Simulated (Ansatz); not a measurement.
`C[Se]CF` + H₂ → `C[Se]C` + H–F at 500 K and 1 bar (hydrogenolysis of a C–F bond).

Gas-phase electronic energies from Ansatz, PBE0-D4/def2-TZVP geometries. CCSD(T)/CBS adds triple-zeta CCSD(T) − MP2 to the extrapolated MP2 energy (def2 sets, frozen cores). This one scheme is used for every species. For Se outer-core shells are correlated without core-valence functions, which leaves a few kJ/mol of doubt a bond. Scalar relativity is left out up to krypton. One conformer a species, not always the lowest.

```json
{"species": "`C[Se]CF`", "CCSD(T)/CBS energy (Eh)": "-2579.59561", "H − E (kJ/mol)": "215.1", "S (J/(mol·K))": "375.8"}
{"species": "H₂", "CCSD(T)/CBS energy (Eh)": "-1.17544", "H − E (kJ/mol)": "41.0", "S (J/(mol·K))": "145.5"}
{"species": "`C[Se]C`", "CCSD(T)/CBS energy (Eh)": "-2480.41768", "H − E (kJ/mol)": "229.9", "S (J/(mol·K))": "346.1"}
{"species": "H–F", "CCSD(T)/CBS energy (Eh)": "-100.39570", "H − E (kJ/mol)": "39.4", "S (J/(mol·K))": "188.7"}
```

H − E and S are ideal-gas, rigid-rotor, harmonic terms from PBE0-D4/def2-TZVP, for one conformer and one mirror image of each species. For small species the MP2-based limit differs from directly extrapolated CCSD(T) by up to some mEh (0.8 for H₂); such offsets cancel only in part. 1 Eh = 2625.50 kJ/mol, R = 8.31446 J/(mol·K).

Q: By hand: ΔE, ΔH, ΔS and ΔG.

A: ΔE = (-2480.41768) + (-100.39570) − (-2579.59561) − (-1.17544) = -0.04233 Eh = -111.1 kJ/mol. Δ(H − E) = 229.9 + 39.4 − 215.1 − 41.0 = 13.2, so ΔH = -97.9 kJ/mol. ΔS = 346.1 + 188.7 − 375.8 − 145.5 = 13.5 J/(mol·K). ΔG = -97.9 − 500 × (13.5)/1000 = -104.7 kJ/mol.

Q: By hand: the equilibrium constant, and the temperature at which ΔG would vanish if ΔH and ΔS stayed fixed.

A: log₁₀ K = −ΔG/(RT ln 10) = 10.9. ΔH and −TΔS have one sign here, so there is no such temperature.

The number of gas molecules stays the same, so ΔS is small and ΔH decides. A doubt of 5 kJ/mol in ΔE shifts log₁₀ K by 0.5 here. Other conformers and mirror images would add mixing entropy, several J/(mol·K) or more a flexible species. These are equilibria of isolated gas molecules and say nothing of rates. Largest T1 diagnostic: 0.010 (customary marks: 0.02 for closed shells, 0.045 for open ones).
